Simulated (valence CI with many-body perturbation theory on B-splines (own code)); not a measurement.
Values are calculated unless marked as measured or tabulated.
**Xe XLVIII: what the settings do**

Method: relativistic CI+MBPT: five valence electrons over a frozen Dirac-Fock core [He], a basis of 6 s, 6 p, 5 d, 3 f, 1 g functions for each j, with the one-electron correlation potential Σ1 (screened to all orders), the two-electron term Σ2, the three-electron term Σ3, Breit, model QED; selected single and double excitations, second order for the rest, scaled by the run's own slope (own B-spline code, finite nucleus).

No measured spectrum was set against this ion. As an estimate, large intervals hold to a few tenths of a per cent, small ones and those within an open d or f shell to about a per cent. Among the levels kept, up to 1900 cm⁻¹ of a level comes from second order outside the variational space, and about a tenth of that is noise between levels of different J, which matters for small intervals.

The reference run has the lowest level (2s^2 2p1/2^2 2p3/2) J=3/2 and an ionisation energy of 8381.76 eV. Its largest variational space holds 10000 state functions.

Levels are named by their leading jj configuration (3d3/2^4 stands for four electrons in 3d with j = 3/2), which in mixed levels can hold well under half, so a name can repeat and another be missing. Letters in brackets count levels of one name in rising energy.

| Level | Reference (cm⁻¹) | Shift (cm⁻¹) |
| --- | --- | --- |
| (2s^2 2p1/2 2p3/2^2) J=3/2 | 2599180 | 0 |
| (2s^2 2p1/2 2p3/2^2) J=5/2 | 2760720 | +2.4 |
| (2s^2 2p1/2 2p3/2^2) J=1/2 | 3012580 | +6.2 |
| (2s 2p1/2^2 2p3/2^2) J=5/2 | 4357550 | -19 |
| (2s 2p1/2^2 2p3/2^2) J=1/2 | 4911430 | -12 |
| (2s 2p1/2^2 2p3/2^2) J=3/2 | 4924060 | -12 |
| (2s^2 2p3/2^3) J=3/2 | 5621290 | +6.8 |
| (2s 2p1/2 2p3/2^3) J=3/2 [a] | 7120250 | -17 |
| (2s 2p1/2 2p3/2^3) J=5/2 | 7382160 | -13 |
| (2s 2p1/2 2p3/2^3) J=1/2 | 7678400 | -11 |
| (2s 2p1/2 2p3/2^3) J=3/2 [b] | 7768750 | -9.3 |
| (2p1/2^2 2p3/2^3) J=3/2 | 9712850 | -29 |

The ionisation energy moves by -0.0012 eV.

(1) Which of these changes was made?
A. Breit term on → off
B. selection threshold (hartree) 2e-08 → 1e-05
C. logarithmic knot step 0.27 → 0.8

Results:

(1) C. logarithmic knot step 0.27 → 0.8.
